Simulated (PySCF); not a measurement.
(E)-1-chloro-2-fluoroprop-1-ene (C₃H₄ClF), SMILES Cl/C=C(\C)F. Geometry optimised at PBE0-D3(BJ)/def2-SVP.

Calculation: PBE0-D3(BJ)/def2-SVP (PySCF).

Harmonic wavenumbers (cm⁻¹): 155, 223, 262, 418, 467, 472, 818, 819, 952, 1021, 1049, 1209, 1322, 1418, 1442, 1445, 1774, 3063, 3145, 3204, 3252. Rotational constants (GHz): 9.030, 2.237, 1.813; symmetry number 1.

### Question
Work out the zero-point energy and the ideal-gas rigid-rotor harmonic-oscillator thermochemistry at 298.15 K and 1 atm.

### Answer
ZPE = ½ Σ hcν = ½ × 27929 cm⁻¹ = 39.93 kcal/mol. H − E(el) = 44.00 kcal/mol. Entropy in cal/(mol K): translation 39.55, rotation 26.58, vibration 9.35, total 75.48. G − E(el) = 21.50 kcal/mol. Cp = 20.46 cal/(mol K).
